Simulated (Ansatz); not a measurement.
Basis-set series for `C=C[SiH2]BF`. The species carries charge 0 and has multiplicity 1. The geometry is a stationary point of PBE0-D4/def2-TZVP. It is one conformer, not always the lowest.

```
functional       basis  functions  energy (Eh)  HOMO (eV)  LUMO (eV)
   PBE0-D4  def2-TZVPP        250   -493.75339      -7.97      -1.64
   PBE0-D4  def2-QZVPP        478   -493.77422      -7.98      -1.67
   ωB97M-V  def2-TZVPP        250   -493.99819     -10.16       0.36
   ωB97M-V  def2-QZVPP        478   -494.01771     -10.17       0.29
```

(1) Give the rows for def2-SVP. (Best estimate.)

Results:

(1) The calculation gave: 
```json
{"functional": "PBE0-D4", "basis": "def2-SVP", "functions": "104", "energy (Eh)": "-493.41609", "HOMO (eV)": "-7.94", "LUMO (eV)": "-1.53"}
{"functional": "ωB97M-V", "basis": "def2-SVP", "functions": "104", "energy (Eh)": "-493.65109", "HOMO (eV)": "-10.10", "LUMO (eV)": "0.57"}
```

Positive LUMOs are unbound and depend on the basis.

Program: Ansatz 0.2.0.
